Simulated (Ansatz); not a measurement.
`[CH3][Zn][S][Si](F)(F)F` and `F[Si](F)(F)[GeH3]` differ in one atom or group.

Ansatz, PBE0-D4/def2-TZVP geometries, multiplicity 1. Each molecule was computed in one conformer, which needn't be the lowest.

Scalar relativity is left out up to krypton.

```json
{"property": "LUMO energy (PBE0/def2-TZVPP) / eV", "`[CH3][Zn][S][Si](F)(F)F`": "-0.76"}
{"property": "HOMO energy (B3LYP/def2-TZVPP) / eV", "`[CH3][Zn][S][Si](F)(F)F`": "-7.85"}
{"property": "LUMO energy (PBE/def2-TZVPP) / eV", "`[CH3][Zn][S][Si](F)(F)F`": "-1.56"}
{"property": "HOMO energy (PBE/def2-TZVPP) / eV", "`[CH3][Zn][S][Si](F)(F)F`": "-6.88"}
{"property": "HOMO–LUMO gap (PBE0/def2-TZVPP) / eV", "`[CH3][Zn][S][Si](F)(F)F`": "7.38"}
{"property": "LUMO energy (ωB97M-V/def2-TZVPP) / eV", "`[CH3][Zn][S][Si](F)(F)F`": "0.71"}
```

Problem. What does the change do to each property? (Estimate.)

Solution. Ansatz gave: 
| property | `F[Si](F)(F)[GeH3]` | shift |
| --- | --- | --- |
| LUMO energy (PBE0/def2-TZVPP) / eV | -0.04 | 0.72 |
| HOMO energy (B3LYP/def2-TZVPP) / eV | -9.06 | -1.21 |
| LUMO energy (PBE/def2-TZVPP) / eV | -0.86 | 0.70 |
| HOMO energy (PBE/def2-TZVPP) / eV | -7.97 | -1.09 |
| HOMO–LUMO gap (PBE0/def2-TZVPP) / eV | 9.23 | 1.85 |
| LUMO energy (ωB97M-V/def2-TZVPP) / eV | 1.81 | 1.10 |

With PBE0 the HOMO falls by 1.13 eV and the LUMO rises by 0.72 eV, so the gap widens by about 1.85 eV. PBE moves the HOMO by -1.09 eV and ωB97M-V by -1.04 eV.

B3LYP here is the variant with VWN-RPA as its local correlation; programs differ in this.
